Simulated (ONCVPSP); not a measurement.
## thallium (Tl), ONCV: configuration errors across variants

thallium, optimised norm-conserving Vanderbilt (ONCV), made with ONCVPSP 4.0.1 (PBE, scalar-relativistic). Core [Xe] 4f14, reference 5d10 6s2 6p1. Waves: 6s: rc 1.90 bohr, ncon 4, nbas 7, qcut 2.6 1/bohr, 1 projector; 6p: rc 2.95 bohr, ncon 4, nbas 8, qcut 2.6 1/bohr, 2 projectors, debl 0.9 Ha; 5d: rc 1.75 bohr, ncon 3, nbas 7, qcut 8.5 1/bohr, 2 projectors, debl 1.6 Ha. Local part: polynomial inside 1.30 bohr (lpopt 4, dvloc0 0 Ha). Core correction: Teter function fitted to the true core (icmod 2), fcfact 0.75.

All-electron excitation energies from the reference (eV): (1) 5d10 6s2 6p0 5.167; (2) 5d10 6s1 6p0 25.947; (3) 5d10 6s2 6p0.5 1.853.

2 further variants failed, have other tests or too few solved ones, and are left out.

A true bound ghost makes a file unfit for plane-wave use even where its test errors are small: the radial tests pick states by their node count and pass the ghost by.

Errors AE − PS in meV (a dash: test not solved or not reliable):

```csv
change,(1),(2),(3),bound ghosts,GHOST(+) flags above zero
base,-3.2,-18,-0.9,s,p
s: qcut 1.7; p: qcut 1.7; d: qcut 5.6,-3.3,-17,-0.9,"s, d",p
s: qcut 2.1; p: qcut 2.1; d: qcut 6.9,-3.4,-18,-1.0,s,p
d: qcut 8.6,-3.2,-18,-0.9,s,p
s: qcut 3.1; p: qcut 3.1; d: qcut 10,-3.1,-16,-0.9,s,p
```

Task: Give the same row for: s: qcut 2.5; p: qcut 2.5; d: qcut 8.1.

Result: -3.3, -18, -0.9; bound ghosts: s; GHOST(+) flags above zero: p.
